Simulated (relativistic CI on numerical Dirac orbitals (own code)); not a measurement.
## Ar⁺: calculation against measurement

Method of calculation: Dirac-Coulomb-Breit CI, separate exchange-only KLI orbitals for each configuration, a model potential for QED, valence Slater integrals scaled by 0.85, P86 correlation energy added to each configuration (own radial code, finite nucleus).

Configurations in the expansion (outside the closed core [Ne]): 3s2 3p5, 3s 3p6, 3s2 3p4 3d, 3s2 3p4 4s, 3s2 3p4 4p, 3s 3p5 3d, 3s2 3p4 5s, 3s2 3p4 4d, 3s2 3p4 5p, 3s2 3p4 4f, 3s2 3p4 5d, 3s2 3p4 5f, 3s2 3p4 5g, 3s2 3p3 3d2, 3s2 3p2 3d3, 3s2 3p2 3d2 4s, 3s2 3p2 3d2 4p, 3s 3p3 3d3, 3s2 3p2 3d2 5s, 3s2 3p3 4s2, 3s2 3p2 3d 4s2, 3s2 3p2 4s2 4p, 3s 3p3 3d 4s2, 3s2 3p2 4s2 5s. Double excitations out of closed p, d and f shells are left out; levels of such configurations are missing from the list, as are those of other unlisted configurations, and high levels can miss mixing partners. These lack a partner that the ground configuration has and come out too high: 3s2 3p4 4d, 3s2 3p4 5p, 3s2 3p4 4f, 3s2 3p4 5d, 3s2 3p4 5f.

```
Configuration  Term (tabulated)    J  Measured (cm⁻¹)  Computed  Error  Purity (%)
      3s2 3p5               2P°  3/2              0.0         0      0          97
      3s2 3p5               2P°  1/2           1431.6      1417    -15          97
       3s 3p6                2S  1/2         108721.5    120872  12150          57
   3s2 3p4 3d                4D  7/2         132327.4    140183   7856          97
   3s2 3p4 3d                4D  5/2         132481.2    140350   7869          97
   3s2 3p4 3d                4D  1/2         132737.7    140617   7879          97
   3s2 3p4 4s                4P  5/2         134241.7    139643   5401          97
   3s2 3p4 4s                4P  1/2         135601.7    141021   5420          97
   3s2 3p4 4s                2P  3/2         138243.6    143751   5508          96
   3s2 3p4 4s                2P  1/2         139258.3    144770   5512          97
   3s2 3p4 3d                4F  9/2         142186.3    149188   7002          98
   3s2 3p4 3d                4F  7/2         142717.1    149738   7021          98
   3s2 3p4 3d                4F  5/2         143107.7    150139   7031          98
   3s2 3p4 3d                4F  3/2         143371.4    150408   7037          98
   3s2 3p4 4s                2D  3/2         148620.1    154726   6105          82
   3s2 3p4 4s                2D  5/2         148842.5    154832   5990          88
   3s2 3p4 3d                2D  3/2         150475.0    158925   8450          83
   3s2 3p4 3d                2D  5/2         151087.3    159731   8644          78
   3s2 3p4 4p               4P°  5/2         155043.2    159625   4582          95
   3s2 3p4 4p               4P°  3/2         155351.1    159938   4587          94
   3s2 3p4 4p               4P°  1/2         155708.1    160307   4599          96
   3s2 3p4 4p               4D°  7/2         157234.0    161507   4273          98
   3s2 3p4 4p               4D°  5/2         157673.4    161982   4308          78
   3s2 3p4 4p               4D°  3/2         158167.8    162472   4305          90
   3s2 3p4 4p               4D°  1/2         158428.1    162729   4301          97
   3s2 3p4 4p               2D°  5/2         158730.3    163082   4351          80
   3s2 3p4 4p               2D°  3/2         159393.4    163792   4399          84
   3s2 3p4 4p               2P°  1/2         159706.5    164348   4641          58
   3s2 3p4 4p               2F°  5/2         170401.0    175311   4910          98
   3s2 3p4 4p               2F°  7/2         170530.4    175424   4893          98
   3s2 3p4 4p               2P°  1/2         172816.3    178066   5249          96
```

Measured levels from NIST Handbook of Basic Atomic Spectroscopic Data (Sansonetti and Martin, J. Phys. Chem. Ref. Data 34, 1559 (2005)); pairs were made by configuration, J and term (by order where the table uses no LS term), so strongly mixed levels may be paired wrongly.

Mean error by configuration (cm⁻¹): 3s2 3p5 -15; 3s 3p6 12150; 3s2 3p4 3d 7643; 3s2 3p4 4s 5656; 3s2 3p4 4p 4569. Over the excited levels the mean absolute error is 5810 cm⁻¹ (30 of the 34 excited levels that our extract of the source holds in range could be paired, and the others can miss by more), and the median relative error of those above 1,000 cm⁻¹ is 4 %.

Transition probabilities of persistent lines. The last column rescales the computed rate by the cube of measured over computed energy:

| λ measured (Å) | Lower | Upper | A tabulated (s⁻¹) | A computed | A rescaled |
| --- | --- | --- | --- | --- | --- |
| 661.87 vacuum | 3s2 3p5 2P°_3/2 | 3s2 3p4 3d 2D_5/2 | 8.05e+08 | 1.16e+09 | 9.79e+08 |
| 670.95 vacuum | 3s2 3p5 2P°_1/2 | 3s2 3p4 3d 2D_3/2 | 6.43e+08 | 1.12e+09 | 9.50e+08 |
| 671.85 vacuum | 3s2 3p5 2P°_3/2 | 3s2 3p4 4s 2D_5/2 | 7.90e+08 | 8.45e+08 | 7.50e+08 |
| 723.36 vacuum | 3s2 3p5 2P°_3/2 | 3s2 3p4 4s 2P_3/2 | 2.31e+09 | 2.96e+09 | 2.63e+09 |
| 919.78 vacuum | 3s2 3p5 2P°_3/2 | 3s 3p6 2S_1/2 | 1.43e+08 | 6.63e+07 | 4.82e+07 |
| 932.05 vacuum | 3s2 3p5 2P°_1/2 | 3s 3p6 2S_1/2 | 7.00e+07 | 3.43e+07 | 2.49e+07 |
| 4348.06 air | 3s2 3p4 4s 4P_5/2 | 3s2 3p4 4p 4D°_7/2 | 1.17e+08 | 1.21e+08 | 1.40e+08 |
| 4609.57 air | 3s2 3p4 4s 2D_5/2 | 3s2 3p4 4p 2F°_7/2 | 7.89e+07 | 1.02e+08 | 1.19e+08 |
| 4806.02 air | 3s2 3p4 4s 4P_5/2 | 3s2 3p4 4p 4P°_5/2 | 7.80e+07 | 8.85e+07 | 9.98e+07 |
| 4879.86 air | 3s2 3p4 4s 2P_3/2 | 3s2 3p4 4p 2D°_5/2 | 8.23e+07 | 8.10e+07 | 9.65e+07 |
